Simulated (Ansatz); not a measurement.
Species: MgO, charge 1, multiplicity 2. 
Structure (B3LYP-D3(BJ)/def2-TZVP (Ansatz, a quantum-chemistry and plane-wave program) minimum search):
SMILES: [O]=[Mg+]
```xyz
2

Mg     0.0000     0.0000    -0.7314
O      0.0000     0.0000     1.0970
```
Charge +1, spin multiplicity 2.

Quantity: vertical electron affinity (to the triplet state of charge +0; a negative value means that the extra electron is unbound and the number depends on the basis; each state is the SCF solution reached for its spin), in eV. Correlated levels leave the core frozen unless marked. Open shells are spin-unrestricted. No spin-orbit coupling. No relativistic terms. CBS marks a two-point X^-3 extrapolation of the correlation energy; Hartree-Fock from the larger set.

```
level                                 program  vertical electron affinity (eV)
------------------------------------  -------  -------------------------------
SVWN5/def2-TZVPD                       Ansatz                             7.80
r2SCAN/def2-TZVPD                      Ansatz                                ?
B3LYP/def2-TZVPD                       Ansatz                             7.86
CAM-B3LYP/def2-TZVPD                   Ansatz                             7.91
CCSD(T)/CBS(def2-TZVPPD,def2-QZVPPD)   Ansatz                                ?
```

Task: Fill in the missing entries.

Result: 
- r2SCAN/def2-TZVPD, vertical electron affinity (eV): 7.72
- CCSD(T)/CBS(def2-TZVPPD,def2-QZVPPD), vertical electron affinity (eV): 7.56
